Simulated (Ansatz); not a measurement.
# Molecular dynamics of C3H8FNSi

Input:

```yaml
crystal:
  periodic: [false, false, false]
  atoms:
    - { symbol: C, position_ang: [-0.604476, -2.294749, -0.853372] }
    - { symbol: "N", position_ang: [-0.400809, -1.035066, -1.110099] }
    - { symbol: Si, position_ang: [0.09651, -0.006871, 0.309493] }
    - { symbol: C, position_ang: [1.75009, 0.782776, -0.085328] }
    - { symbol: C, position_ang: [-1.27123, 1.320611, 0.504999] }
    - { symbol: F, position_ang: [-1.028619, 2.225438, 1.571305] }
    - { symbol: H, position_ang: [-0.502055, -2.803118, 0.133632] }
    - { symbol: H, position_ang: [-0.914671, -2.972692, -1.674835] }
    - { symbol: H, position_ang: [0.190596, -0.800356, 1.522715] }
    - { symbol: H, position_ang: [2.043456, 1.484807, 0.705995] }
    - { symbol: H, position_ang: [2.542124, 0.02868, -0.175266] }
    - { symbol: H, position_ang: [1.706946, 1.338757, -1.030159] }
    - { symbol: H, position_ang: [-2.254299, 0.815617, 0.661377] }
    - { symbol: H, position_ang: [-1.366663, 1.886768, -0.451759] }
basis:
  gaussian: { orbitals: STO-3G }
hamiltonian:
  xc: b3lyp
md:
  timestep: 0.5
  n_steps: 250
  ensemble: nvt_nose_hoover
  temperature: 700.0
  initial_velocities: maxwell_boltzmann
  seed: 219689
```

Run as:

```bash
$ ansatz run input.yaml --threads 1 --pin off --max-ram 2048MiB --backend cpu --events-out ev --progress --plain --runs-dir out
```

It starts from a relaxed structure.

Output, in part (one step line in 9, the closing report, with atoms numbered from 0):

```
md step     0: t =     0.00 fs  T =   700.0 K  F+E_penalty+E_count = -15136.64824157 eV  E_kin = 1.085784 eV  conserved = -15135.56245758 eV  (24 SCF iters)
md step     9: t =     4.50 fs  T =   363.3 K  F+E_penalty+E_count = -15136.12311212 eV  E_kin = 0.563590 eV  conserved = -15135.55971509 eV  (28 SCF iters)
md step    18: t =     9.00 fs  T =   383.7 K  F+E_penalty+E_count = -15136.15432360 eV  E_kin = 0.595104 eV  conserved = -15135.56046692 eV  (29 SCF iters)
md step    27: t =    13.50 fs  T =   358.8 K  F+E_penalty+E_count = -15136.11295771 eV  E_kin = 0.556491 eV  conserved = -15135.56014640 eV  (28 SCF iters)
md step    36: t =    18.00 fs  T =   369.2 K  F+E_penalty+E_count = -15136.12566855 eV  E_kin = 0.572621 eV  conserved = -15135.55975221 eV  (29 SCF iters)
md step    45: t =    22.50 fs  T =   435.2 K  F+E_penalty+E_count = -15136.22279358 eV  E_kin = 0.674996 eV  conserved = -15135.55995266 eV  (28 SCF iters)
md step    54: t =    27.00 fs  T =   388.4 K  F+E_penalty+E_count = -15136.14457875 eV  E_kin = 0.602386 eV  conserved = -15135.56017909 eV  (28 SCF iters)
md step    63: t =    31.50 fs  T =   339.6 K  F+E_penalty+E_count = -15136.06248581 eV  E_kin = 0.526714 eV  conserved = -15135.56031991 eV  (28 SCF iters)
md step    72: t =    36.00 fs  T =   260.3 K  F+E_penalty+E_count = -15135.93273511 eV  E_kin = 0.403683 eV  conserved = -15135.55949272 eV  (28 SCF iters)
md step    81: t =    40.50 fs  T =   331.4 K  F+E_penalty+E_count = -15136.03568886 eV  E_kin = 0.514016 eV  conserved = -15135.56019168 eV  (28 SCF iters)
md step    90: t =    45.00 fs  T =   331.9 K  F+E_penalty+E_count = -15136.02722197 eV  E_kin = 0.514868 eV  conserved = -15135.55987292 eV  (28 SCF iters)
md step    99: t =    49.50 fs  T =   440.6 K  F+E_penalty+E_count = -15136.18320204 eV  E_kin = 0.683467 eV  conserved = -15135.56013301 eV  (28 SCF iters)
md step   108: t =    54.00 fs  T =   289.4 K  F+E_penalty+E_count = -15135.93345724 eV  E_kin = 0.448869 eV  conserved = -15135.55895020 eV  (28 SCF iters)
md step   117: t =    58.50 fs  T =   332.9 K  F+E_penalty+E_count = -15135.99034043 eV  E_kin = 0.516293 eV  conserved = -15135.56032020 eV  (28 SCF iters)
md step   126: t =    63.00 fs  T =   330.5 K  F+E_penalty+E_count = -15135.97277190 eV  E_kin = 0.512627 eV  conserved = -15135.56012450 eV  (29 SCF iters)
md step   135: t =    67.50 fs  T =   454.5 K  F+E_penalty+E_count = -15136.14885588 eV  E_kin = 0.704907 eV  conserved = -15135.56078228 eV  (28 SCF iters)
md step   144: t =    72.00 fs  T =   395.7 K  F+E_penalty+E_count = -15136.03644007 eV  E_kin = 0.613706 eV  conserved = -15135.56058095 eV  (28 SCF iters)
md step   153: t =    76.50 fs  T =   386.9 K  F+E_penalty+E_count = -15136.00627898 eV  E_kin = 0.600124 eV  conserved = -15135.56029437 eV  (28 SCF iters)
md step   162: t =    81.00 fs  T =   506.1 K  F+E_penalty+E_count = -15136.16682685 eV  E_kin = 0.785021 eV  conserved = -15135.56014429 eV  (28 SCF iters)
md step   171: t =    85.50 fs  T =   324.6 K  F+E_penalty+E_count = -15135.86139258 eV  E_kin = 0.503563 eV  conserved = -15135.55873164 eV  (28 SCF iters)
md step   180: t =    90.00 fs  T =   437.2 K  F+E_penalty+E_count = -15136.01811783 eV  E_kin = 0.678177 eV  conserved = -15135.56012540 eV  (28 SCF iters)
md step   189: t =    94.50 fs  T =   459.8 K  F+E_penalty+E_count = -15136.02883449 eV  E_kin = 0.713134 eV  conserved = -15135.55967422 eV  (27 SCF iters)
md step   198: t =    99.00 fs  T =   508.2 K  F+E_penalty+E_count = -15136.07955653 eV  E_kin = 0.788220 eV  conserved = -15135.55966224 eV  (28 SCF iters)
md step   207: t =   103.50 fs  T =   542.3 K  F+E_penalty+E_count = -15136.10590312 eV  E_kin = 0.841160 eV  conserved = -15135.55993489 eV  (28 SCF iters)
md step   216: t =   108.00 fs  T =   394.9 K  F+E_penalty+E_count = -15135.85405698 eV  E_kin = 0.612612 eV  conserved = -15135.55890223 eV  (28 SCF iters)
md step   225: t =   112.50 fs  T =   335.0 K  F+E_penalty+E_count = -15135.74282445 eV  E_kin = 0.519628 eV  conserved = -15135.55801003 eV  (28 SCF iters)
md step   234: t =   117.00 fs  T =   451.9 K  F+E_penalty+E_count = -15135.90556298 eV  E_kin = 0.700895 eV  conserved = -15135.55862687 eV  (28 SCF iters)
md step   243: t =   121.50 fs  T =   461.8 K  F+E_penalty+E_count = -15135.90125849 eV  E_kin = 0.716339 eV  conserved = -15135.55927253 eV  (28 SCF iters)
md step   250: t =   125.00 fs  T =   423.9 K  F+E_penalty+E_count = -15135.82934985 eV  E_kin = 0.657530 eV  conserved = -15135.55941999 eV  (25 SCF iters)
Total energy: -15135.82956597 eV, -556.2314771158 hartree
Atom 0 at    -0.634144    -2.354492    -0.631559 Å, force    -0.958534     0.182978    -1.287442 eV/Å
Atom 1 at    -0.608886    -1.094388    -0.982443 Å, force     0.948062     1.055730     1.338267 eV/Å
Atom 2 at     0.133113     0.150269     0.262261 Å, force     0.136852    -1.918272    -2.868598 eV/Å
Atom 3 at     1.874622     0.699136    -0.182960 Å, force     0.207931     0.919056     0.948383 eV/Å
Atom 4 at    -0.962285     1.677704     0.279630 Å, force     0.355422    -0.674616    -1.398168 eV/Å
Atom 5 at    -1.271310     1.827155     1.647784 Å, force    -0.747847     1.186678     0.031041 eV/Å
Atom 6 at    -0.301160    -2.955557     0.248799 Å, force     0.208918     0.625664     0.148506 eV/Å
Atom 7 at    -1.182989    -2.954174    -1.394724 Å, force     0.316467    -0.594466     0.362293 eV/Å
Atom 8 at     0.089701    -0.524404     1.484762 Å, force     0.035870    -0.364751     1.520960 eV/Å
Atom 9 at     2.596350     0.535428     0.635030 Å, force    -0.026980    -0.839382    -0.373530 eV/Å
Atom 10 at     2.300200     0.431759    -1.159721 Å, force    -0.170815    -0.250698     0.211945 eV/Å
Atom 11 at     1.796359     1.787811    -0.132756 Å, force     0.070971     0.437854    -0.646405 eV/Å
Atom 12 at    -1.812135     1.565790    -0.444056 Å, force    -0.506967    -0.248056     0.950834 eV/Å
Atom 13 at    -0.406819     2.498081    -0.239257 Å, force     0.130651     0.482281     1.061914 eV/Å
Dipole moment:     0.214241     0.037645     0.128379 e Å
```

The run went to its last step. The conserved energy stayed within 0.32 meV per atom of its start (net change 0.22 meV per atom), so the integration is sound. The mean temperature of the second half is 38 % below the set value. A run of 0.12 ps of so small a system gives no equilibrium averages. Limits of this set-up: minimal basis.

The same pairs are bonded in the first frame and the last. Pairs count as bonded within 1.25 times the sum of covalent radii (0.12 Å more for H–H).

Last frame:

```xyz
14
Properties=species:S:1:pos:R:3
C -0.634 -2.354 -0.632
N -0.609 -1.094 -0.982
Si 0.133 0.150 0.262
C 1.875 0.699 -0.183
C -0.962 1.678 0.280
F -1.271 1.827 1.648
H -0.301 -2.956 0.249
H -1.183 -2.954 -1.395
H 0.090 -0.524 1.485
H 2.596 0.535 0.635
H 2.300 0.432 -1.160
H 1.796 1.788 -0.133
H -1.812 1.566 -0.444
H -0.407 2.498 -0.239
```

Run time: 11 min on 1 thread of Arm Neoverse V2, with other jobs on the host, peak memory 0.11 GiB.
